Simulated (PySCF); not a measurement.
Compound: C6H10OS.
Z-matrix (Å and degrees, PBE0-D3(BJ)/def2-SVP geometry), rows numbered from 1:
```
C 
S   1  1.7965
C   2  1.7419  1  104.51
C   3  1.4991  2  111.35  1  -179.67
C   3  1.3583  2  124.08  1     0.27
C   5  1.4698  3  123.86  2  -179.92
C   6  1.5131  5  115.26  3  -179.09
O   6  1.2181  5  123.82  3     0.92
H   1  1.0999  2  111.28  3    61.08
H   1  1.0999  2  111.36  3   -62.07
H   1  1.0986  2  106.02  3   179.47
H   4  1.0993  3  110.26  2   120.18
H   4  1.0990  3  110.33  2  -123.47
H   4  1.0996  3  111.25  2    -1.52
H   5  1.0916  3  119.87  2     0.28
H   7  1.0967  6  109.49  5   179.80
H   7  1.1018  6  110.51  5    58.90
H   7  1.1018  6  110.46  5   -59.34
```

Method used: TDDFT PBE0/def2-SVPD, vertical, gas phase, core orbitals frozen in the response in PySCF.

Kohn–Sham orbitals with the atoms that hold most of them (Löwdin shares over 4%, at most four atoms; ? is withheld):

```
orbital  ε (eV)                           atoms
 HOMO-3   -9.65          S2 55%, C1 15%, C3 11%
 HOMO-2   -8.74  S2 27%, C3 24%, C5 12%, C4 10%
 HOMO-1   -7.00                               ?
   HOMO       ?                               ?
   LUMO   -1.39  C3 25%, C6 19%, O8 17%, C5 12%
 LUMO+1    0.23   S2 41%, C1 16%, H10 8%, H9 8%
 LUMO+2    0.65     S2 36%, C4 8%, C7 7%, C5 7%
```

(1) Which atoms hold the HOMO-1, and with what shares?

(2) Which atoms hold the HOMO, and with what shares?

(3) What is the HOMO energy, and the HOMO–LUMO gap?

Answers

(1) O8 (bonded to C) 62%; C6 (bonded to 2 C and O) 11%; C7 (bonded to C and 3 H) 10%; C5 (bonded to 2 C and H) 8%. By element: oxygen 62%, carbon 29% or more.

(2) S2 (bonded to 2 C) 39%; C5 (bonded to 2 C and H) 23%; C3 (bonded to 2 C and S) 14%; O8 (bonded to C) 8%. By element: sulfur 39%, carbon 37% or more, oxygen 8%.

(3) ε(HOMO) = -6.61 eV; the gap is 5.22 eV (0.1918 hartree).

Problem. How does S1 compare with the orbital gap of 5.22 eV?

Solution. S1 is at 3.76 eV (f = 0.0002), 1.45 eV below the gap, made of HOMO-1→LUMO (97%). Its leading pair isn't HOMO and LUMO; the energies of that pair differ by 5.61 eV. Without the coupling terms of the response equations the lowest excitation would equal the gap.

Problem. Give energy, strength and leading configuration of S1, S2, S3, S5 and S7, and follow the Löwdin shares of the leading atoms from the occupied to the empty orbital.

Solution. 
- S1 (3.76 eV, f 0.0002), HOMO-1→LUMO (97%): O8 62% → 17%, C6 11% → 19%, C3 at most 8% → 25%
- S2 (4.70 eV, f 0.407), HOMO→LUMO (97%): S2 39% → at most 13%, C5 23% → 12%, C3 14% → 25%, C6 at most 9% → 19%
- S3 (5.61 eV, f 0.0000), HOMO→LUMO+1 (90%): S2 39% → 41%, C5 23% → at most 9%, C1 at most 9% → 16%
- S5 (6.42 eV, f 0.022), HOMO-1→LUMO+1 (78%): O8 62% → at most 9%, C6 11% → at most 9%, S2 at most 8% → 41%, C1 at most 8% → 16%
- S7 (6.48 eV, f 0.023), HOMO-2→LUMO (76%): S2 27% → at most 13%, C3 24% → 25%, C6 at most 11% → 19%

One conformer stands for the species.
